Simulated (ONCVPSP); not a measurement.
## Building the ONCV potential for Cl (LDA (Perdew-Zunger), scalar-relativistic).

| Item | Value |
| --- | --- |
| Element | Cl |
| Generator | ONCVPSP 4.0.1 |
| Type | optimised norm-conserving Vanderbilt (ONCV) |
| Functional | LDA (Perdew-Zunger) |
| Relativity | scalar-relativistic |
| Frozen core | [Ne] |
| Valence charge | 7 |
| Reference configuration | 3s2 3p4.75 (charge +0.25) |
| Partial waves | 3s: rc 1.15 bohr, ncon 4, nbas 8, qcut 6.2 1/bohr, 2 projectors, debl 3.1 Ha; 3p: rc 1.40 bohr, ncon 4, nbas 8, qcut 6.1 1/bohr, 2 projectors, debl 1 Ha; d scattering state at 0.14 Ha: rc 1.45 bohr, ncon 4, nbas 7, qcut 7.6 1/bohr, 2 projectors, debl 0.4 Ha |
| Local potential | polynomial inside 0.90 bohr (lpopt 5, dvloc0 0 Ha) |
| Core correction | Teter function, fcfact 4.25, rcfact 1.35 |

All-electron outer shells of the reference configuration (LDA (Perdew-Zunger), scalar-relativistic, ld1.x):

| shell | level (eV) | outermost node (bohr) | outermost maximum (bohr) |
| --- | --- | --- | --- |
| 2s | -254.70 | 0.12 | 0.36 |
| 2p | -194.61 | – | 0.30 |
| 3s | -23.38 | 0.56 | 1.27 |
| 3p | -11.25 | 0.53 | 1.41 |

What the tests gave:

```json
{"Cutoffs needed": "16 Ha and 45 Ha (the cutoffs (Ha) at which the residual kinetic energy of the hardest occupied pseudo-wave falls to 1 and 0.1 mHa per electron)", "Ghost test": "no bound ghost flagged; GHOST(+) flagged for s at 145.2 eV", "Largest excitation error": "+9.6 meV (all-electron minus pseudo) for 3s2 3p3, out of 4 test configurations", "rms error of d²Exc/dni dnj": "3.44 mHa without and 0.86 mHa with the model core"}
```

Generation and tests took about 3.2 s on one core of a shared server CPU.
